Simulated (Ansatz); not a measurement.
Input file for Ansatz (a first-principles code): R-B3LYP/def2-TZVPP on ClHZn (SMILES [Cl][ZnH]), atoms moved off the minimum.

Ansatz 0.2 input:
```yaml
crystal:
  periodic: [false, false, false]
  atoms:
    - {symbol: Zn, position_ang: [-0.02525999, -0.03573993, -0.68456980]}
    - {symbol: H, position_ang: [0.03681906, -0.01620168, -2.37526791]}
    - {symbol: Cl, position_ang: [-0.02563991, -0.08812503, 1.45187825]}
basis:
  gaussian:
    orbitals: def2-TZVPP
hamiltonian:
  xc: {name: B3LYP}
scf: {lower_state_search: off}
output: {forces: true}
```

The head of its log:

```
WARN ansatz: RAYON_NUM_THREADS=2 ignored (pool sized by the plan → 2); use --threads N
Functional definition: B3LYP
these checks for a lower state are left out or cut short: stability, starts, cluster_reference, orbital_swaps, neighbouring_geometries, increment
integrals: 0.05 GiB planned
936 factors; their error is unknown
mean field: 0.41 GiB planned
mean field evaluation 1: about -60959.9358 eV, gradient 4.0e1 eV
mean field evaluation 2: about -60955.6446 eV, gradient 8.4e1 eV
```

Problem. Predict the final total energy.

Solution. -2240.3169 hartree.
